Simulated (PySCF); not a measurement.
Species: C₆H₂FOS (charge -1).
SMILES with atom numbers: `[CH:1]#[C:2][c:3]1[cH:4][o:5][c:6]([S-:7])[c:8]1[F:9]`

Cartesian coordinates in Å at the GFN2-xTB level; atoms count from 1:
```xyz
11
C6H2FOS angstrom
C      2.8626   -0.3265   -0.1721
C      1.6880   -0.0945   -0.0693
C      0.3044    0.1238    0.0319
C     -0.3391    1.2761    0.4050
O     -1.6832    1.1038    0.3803
C     -1.9508   -0.1851   -0.0160
S     -3.5377   -0.7166   -0.1507
C     -0.7332   -0.8084   -0.2358
F     -0.5281   -2.0896   -0.6375
H      3.8902   -0.5189   -0.2583
H      0.0324    2.2387    0.6967
```

Definitions: NICS(0) = −σiso at the ring centroid; NICS(1) = −σiso and NICS(1)zz = −σzz at ±1 Å along the ring normal z. Level: GIAO PBE0/pcSseg-1 (PySCF, non-relativistic, gas phase) on the GFN2-xTB geometry, one conformer.

Ring bond lengths (Å), with Mayer bond orders in brackets: C3–C4 1.372 (1.51), C4–O5 1.355 (1.07), O5–C6 1.375 (0.97), C6–C8 1.385 (1.37), C8–C3 1.420 (1.24).

What do the NICS probes read (ppm)?

```csv
ring,type,NICS(0),"NICS(1), two faces","NICS(1)zz, two faces",rms pucker (Å),"centre to ring atoms, mean (Å)"
C3–C4–O5–C6–C8,5-membered ring with O; formal bonds all aromatic,-12.4,-8.4 / -8.4,-17.6 / -17.6,0.00,1.17
```

What do they say, and how far can they be read as aromaticity?

- C3–C4–O5–C6–C8: mean NICS(1)zz -17.6 ppm, shielded.

How equal are the bonds by HOMA? HOMA = 1 − mean of α(R − Ropt)² over the ring bonds, with Krygowski's 1993 parameters (CC: Ropt 1.388 Å, α 257.7 Å⁻²; CO: Ropt 1.265 Å, α 157.38 Å⁻²).

- C3–C4–O5–C6–C8: HOMA 0.30; the largest term is that of O5–C6, α(R − Ropt)² = 1.89.

List the ring angles and the Hirshfeld charges of the ring atoms.

- C3–C4–O5–C6–C8: C3 105.1° (-0.073 e), C4 110.7° (-0.038 e), O5 108.5° (-0.091 e), C6 107.2° (-0.019 e), C8 108.5° (-0.007 e); sum 540.0° against 540° for a flat convex ring.

How shielded are the nuclei of the rings and their hydrogens (means over atoms taken as equivalent)?

```
atoms                        environment  σ isotropic (ppm)  principal values of the symmetric part, first atom (ppm)
   C3        substituted aromatic carbon               83.5                                         19.3, 79.2, 152.0
   C4  aromatic CH next to a ring oxygen               53.1                                         -6.5, 56.0, 109.8
   O5                  furan-type oxygen               18.7                                      -139.7, -37.1, 232.9
   C6        substituted aromatic carbon               16.0                                         -71.9, 47.3, 72.6
   C8                aromatic C–F carbon               30.4                                         -17.1, 34.2, 74.2
  H11                  aromatic hydrogen              25.02                                          22.7, 25.1, 27.2
```
